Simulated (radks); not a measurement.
Pd2+, 44 electrons, occupied as [Kr] 4d8. Method: scalar-relativistic Kohn-Sham, r2SCAN, spin-polarised, spherical densities, finite nucleus; open shells are filled with parallel spins first (spin-orbit coupling, left out, can overturn this in heavy ions); meta-GGA in the generalised Kohn-Sham scheme; Fermi nuclear charge, rms radius 4.5318 fm; computed with a radial shooting solver on a logarithmic mesh with Libxc functionals.

Normalised radial functions P(r) = r R(r), r in bohr:

r,4p up
0.003161,0.0054
0.004148,0.0087
0.005402,0.0139
0.007034,0.0221
0.009159,0.0348
0.01202,0.0549
0.01565,0.0838
0.02038,0.1248
0.02676,0.1817
0.03484,0.2496
0.04537,0.3217
0.05955,0.3793
0.07754,0.3842
0.101,0.2969
0.1315,0.0901
0.1726,-0.2210
0.2247,-0.5052
0.2926,-0.5948
0.384,-0.3396
0.5001,0.2032
0.6512,0.7901
0.8547,1.1130
1.113,1.0164
1.449,0.6697
1.887,0.3212
2.477,0.1030
3.225,0.0217
4.2,0.0026

4p up: eigenvalue -78.655 eV, 2 radial nodes at r = 0.143, 0.458 bohr, <r> = 1.04 bohr, 90 % of the charge inside 1.53 bohr.
